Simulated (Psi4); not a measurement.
C5H15Si2 (SMILES C[Si](C)[Si](C)(C)C), doublet, at a GFN2-xTB geometry; B3LYP/STO-3G run with Psi4.

The Psi4 input:
```
memory 2 GB

molecule mol {
0 2
  C     2.174466   -1.128781    1.194359
  Si    1.297621    0.346148    0.339385
  C     2.324098    0.701249   -1.240331
  Si   -0.964328    0.026730   -0.039359
  C    -1.490357   -1.422906   -1.190331
  C    -1.827972   -0.264014    1.640943
  C    -1.685004    1.623798   -0.803448
  H     1.654943   -1.420996    2.101927
  H     2.201089   -1.995419    0.536392
  H     3.199931   -0.892932    1.464084
  H     2.347623   -0.172341   -1.889169
  H     1.897191    1.521687   -1.809205
  H     3.352615    0.962400   -1.008180
  H    -1.141848   -2.374961   -0.798667
  H    -2.569746   -1.491628   -1.304573
  H    -1.063547   -1.303784   -2.182746
  H    -1.624963    0.547716    2.332082
  H    -1.485931   -1.183039    2.106508
  H    -2.905732   -0.336911    1.528759
  H    -1.253156    1.823984   -1.779008
  H    -2.761243    1.554708   -0.931344
  H    -1.484698    2.485147   -0.174374
}

set basis sto-3g
set reference uks

energy('b3lyp')
print_variables()
```

It wrote (shortened):

```
   => Loading Basis Set <=

    Name: STO-3G
    Role: ORBITAL
    Keyword: BASIS

         ---------------------------------------------------------
                                   SCF
               by Justin Turney, Rob Parrish, Andy Simmonett
                          and Daniel G. A. Smith
                              UKS Reference
         ---------------------------------------------------------

  ==> Geometry <==

    Molecular point group: c1
    Full point group: C1

    Geometry (in Angstrom), charge = 0, multiplicity = 2:

       Center              X                  Y                   Z               Mass
    ------------   -----------------  -----------------  -----------------  -----------------
         C            2.162129192585    -1.145946862992     1.180729376437    12.000000000000
         SI           1.285284192585     0.328982137008     0.325755376437    27.976926534650
         C            2.311761192585     0.684083137008    -1.253960623563    12.000000000000
         SI          -0.976664807415     0.009564137008    -0.052988623563    27.976926534650
         C           -1.502693807415    -1.440071862992    -1.203960623563    12.000000000000
         C           -1.840308807415    -0.281179862992     1.627313376437    12.000000000000
         C           -1.697340807415     1.606632137008    -0.817077623563    12.000000000000
         H            1.642606192585    -1.438161862992     2.088297376437     1.007825032230
         H            2.188752192585    -2.012584862992     0.522762376437     1.007825032230
         H            3.187594192585    -0.910097862992     1.450454376437     1.007825032230
         H            2.335286192585    -0.189506862992    -1.902798623563     1.007825032230
         H            1.884854192585     1.504521137008    -1.822834623563     1.007825032230
         H            3.340278192585     0.945234137008    -1.021809623563     1.007825032230
         H           -1.154184807415    -2.392126862992    -0.812296623563     1.007825032230
         H           -2.582082807415    -1.508793862992    -1.318202623563     1.007825032230
         H           -1.075883807415    -1.320949862992    -2.196375623563     1.007825032230
         H           -1.637299807415     0.530550137008     2.318452376437     1.007825032230
         H           -1.498267807415    -1.200204862992     2.092878376437     1.007825032230
         H           -2.918068807415    -0.354076862992     1.515129376437     1.007825032230
         H           -1.265492807415     1.806818137008    -1.792637623563     1.007825032230
         H           -2.773579807415     1.537542137008    -0.944973623563     1.007825032230
         H           -1.497034807415     2.467981137008    -0.188003623563     1.007825032230

  Running in c1 symmetry.

  Rotational constants: A =      0.06779  B =      0.03675  C =      0.03200 [cm^-1]
  Rotational constants: A =   2032.40735  B =   1101.65105  C =    959.18951 [MHz]
  Nuclear repulsion =  450.813136529900817

  Charge       = 0
  Multiplicity = 2
  Electrons    = 73
  Nalpha       = 37
  Nbeta        = 36

  ==> Algorithm <==

  SCF Algorithm Type is DF.
  DIIS enabled.
  MOM disabled.
  Fractional occupation disabled.
  Guess Type is SAD.
  Energy threshold   = 1.00e-06
  Density threshold  = 1.00e-06
  Integral threshold = 1.00e-12

  ==> Primary Basis <==

  Basis Set: STO-3G
    Blend: STO-3G
    Number of shells: 40
    Number of basis functions: 58
    Number of Cartesian functions: 58
    Spherical Harmonics?: true
    Max angular momentum: 1

  ==> DFT Potential <==

   => LibXC <=

    Version 7.1.2
    S. Lehtola, C. Steigemann, M. J. T. Oliveira, and M. A. L. Marques,  SoftwareX 7, 1–5 (2018) (10.1016/j.softx.2017.11.002)

   => Composite Functional: B3LYP <=

    B3LYP Hyb-GGA Exchange-Correlation Functional

    P. J. Stephens, F. J. Devlin, C. F. Chabalowski, and M. J. Frisch,  J. Phys. Chem. 98, 11623 (1994) (10.1021/j100096a001)

    Deriv               =              1
    GGA                 =           TRUE
    Meta                =          FALSE

    Exchange Hybrid     =           TRUE
    MP2 Hybrid          =          FALSE

   => Exchange Functionals <=

    0.0800   Slater exchange
    0.7200         Becke 88

   => Exact (HF) Exchange <=

    0.2000               HF

   => Correlation Functionals <=

    0.1900   Vosko, Wilk & Nusair (VWN5_RPA)
    0.8100   Lee, Yang & Parr

   => LibXC Density Thresholds  <==

    XC_HYB_GGA_XC_B3LYP:  1.00E-15

   => Molecular Quadrature <=

    Radial Scheme          =       TREUTLER
    Pruning Scheme         =           NONE
    Nuclear Scheme         =       TREUTLER

    Blocking Scheme        =         OCTREE
    BS radius alpha        =              1
    Pruning alpha          =              1
    Radial Points          =             75
    Spherical Points       =            302
    Total Points           =         462489
    Total Blocks           =           3393
    Max Points             =            256
    Max Functions          =             53
    Weights Tolerance      =       1.00E-15

   => Loading Basis Set <=

    Name: (STO-3G AUX)
    Role: JKFIT
    Keyword: DF_BASIS_SCF

  ==> Integral Setup <==

  SCF_SUBTYPE=INCORE selected. In-core MEM_DF algorithm will be used.
  Using in-core AOs.

  ==> MemDFJK: Density-Fitted J/K Matrices <==

    J tasked:                   Yes
    K tasked:                   Yes
    wK tasked:                   No
    Algorithm:                 Core
    Schwarz Cutoff:           1E-12
    Mask sparsity (%):       2.9132
    Fitting Condition:        1E-10

   => Auxiliary Basis Set <=

  Basis Set: (STO-3G AUX)
    Blend: DEF2-UNIVERSAL-JKFIT
    Number of shells: 291
    Number of basis functions: 901
    Number of Cartesian functions: 1055
    Spherical Harmonics?: true
    Max angular momentum: 4

  Minimum eigenvalue in the overlap matrix is 2.2710114752E-01.
  Reciprocal condition number of the overlap matrix is 9.5609067563E-02.
    Using symmetric orthogonalization.

  ==> Pre-Iterations <==

  SCF Guess: Superposition of Atomic Densities via on-the-fly atomic UHF (no occupation information).

   -------------------------
    Irrep   Nso     Nmo
   -------------------------
     A         58      58
   -------------------------
    Total      58      58
   -------------------------

  ==> Iterations <==

                           Total Energy        Delta E     RMS |[F,P]|

   @DF-UKS iter SAD:  -764.89034433132849   -7.64890e+02   0.00000e+00
   @DF-UKS iter   1:  -769.50562597797136   -4.61528e+00   3.28973e-03 DIIS/ADIIS
   @DF-UKS iter   2:  -769.51422885947579   -8.60288e-03   2.90177e-03 DIIS/ADIIS
   @DF-UKS iter   3:  -769.53451165713273   -2.02828e-02   2.74662e-04 DIIS/ADIIS
   @DF-UKS iter   4:  -769.53468140650875   -1.69749e-04   5.95348e-05 DIIS
   @DF-UKS iter   5:  -769.53469183323796   -1.04267e-05   1.85972e-05 DIIS
   @DF-UKS iter   6:  -769.53469293051808   -1.09728e-06   6.49024e-06 DIIS
   @DF-UKS iter   7:  -769.53469309772061   -1.67203e-07   1.80730e-06 DIIS
   @DF-UKS iter   8:  -769.53469310909009   -1.13695e-08   6.47762e-07 DIIS
  Energy and wave function converged.

  ==> Post-Iterations <==

   Electrons on quadrature grid:
      Nalpha   =   37.0000111054 ; deviation = 1.111e-05
      Nbeta    =   36.0000116335 ; deviation = 1.163e-05
      Ntotal   =   73.0000227389 ; deviation = 2.274e-05

   @Spin Contamination Metric:   7.314827804E-04
   @S^2 Expected:                7.500000000E-01
   @S^2 Observed:                7.507314828E-01
   @S   Expected:                5.000000000E-01
   @S   Observed:                5.000000000E-01

    Orbital Energies [Eh]
    ---------------------

    Alpha Occupied:

[...]
      37A     -0.090231

    Alpha Virtual:

[...]
    Beta Occupied:

[...]
    Beta Virtual:

[...]
      58A      0.530997

    Final Occupation by Irrep:
              A
    DOCC [    36 ]
    SOCC [     1 ]
    NA   [    37 ]
    NB   [    36 ]

  @DF-UKS Final Energy:  -769.53469310909009

   => Energetics <=

    Nuclear Repulsion Energy =            450.8131365299008166
    One-Electron Energy =               -1959.1478109973368191
    Two-Electron Energy =                 799.1615507015706044
    DFT Exchange-Correlation Energy =     -60.3615693432248079
    Empirical Dispersion Energy =           0.0000000000000000
    VV10 Nonlocal Energy =                  0.0000000000000000
    Total Energy =                       -769.5346931090900853

  UHF NO Occupations:
  HONO-2 :   35  A 1.9998995
  HONO-1 :   36  A 1.9998892
  HONO-0 :   37  A 1.0000000
  LUNO+0 :   38  A 0.0001108
  LUNO+1 :   39  A 0.0001005
  LUNO+2 :   40  A 0.0000951
  LUNO+3 :   41  A 0.0000396

Computation Completed

Properties will be evaluated at   0.000000,   0.000000,   0.000000 [a0]

Properties computed using the SCF density matrix

 Multipole Moments:

 ------------------------------------------------------------------------------------
     Multipole            Electronic (a.u.)      Nuclear  (a.u.)        Total (a.u.)
 ------------------------------------------------------------------------------------

 L = 1.  Multiply by 2.5417464519 to convert [e a0] to [Debye]
 Dipole X            :          1.7880838           -1.7018324            0.0862514
 Dipole Y            :          2.4714150           -2.3680328            0.1033822
 Dipole Z            :          1.9626786           -1.8802029            0.0824757
 Magnitude           :                                                    0.1578905

 ------------------------------------------------------------------------------------

  Variable Map:
  ----------------------------------------------------------------------------
[...]
  Array Variable Map:
  ----------------------------------------------------------------------------
[...]
[...]
```
